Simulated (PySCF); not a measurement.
YF₃, SMILES [F][Y]([F])[F]. Atoms are numbered in the order given.

```xyz
4

Y      0.0000     0.0000     0.0000
F      2.0095     0.0000     0.0000
F     -1.0047    -1.7403     0.0000
F     -1.0047     1.7403     0.0000
```
Charge 0, spin multiplicity 1.

The structure is a stationary point at B3LYP-D3(BJ)/def2-TZVP. The isomer is the one that the SMILES or the coordinates give; other isomers of the formula were not compared. The def2 effective core potentials stand for the cores of Y; spin–orbit coupling is left out.

The numbers are results of B3LYP-D3(BJ)/def2-TZVP (PySCF), not measurements.

Frequencies are harmonic and unscaled.

Modes within 1.5 cm⁻¹ of each other (mostly degenerate sets) share a row, with their intensities summed.

| mode | ν (cm⁻¹) | IR (km/mol) | moving atoms (share of kinetic energy) |
|---|---|---|---|
| 1 | 34 | 98.7 | F 61 %, Y 39 % |
| 2–3 | 139 | 36.6 | F 88 %, Y 12 % |
| 4 | 563 | 0.0 | F 100 % |
| 5–6 | 585 | 454.5 | F 73 %, Y 27 % |
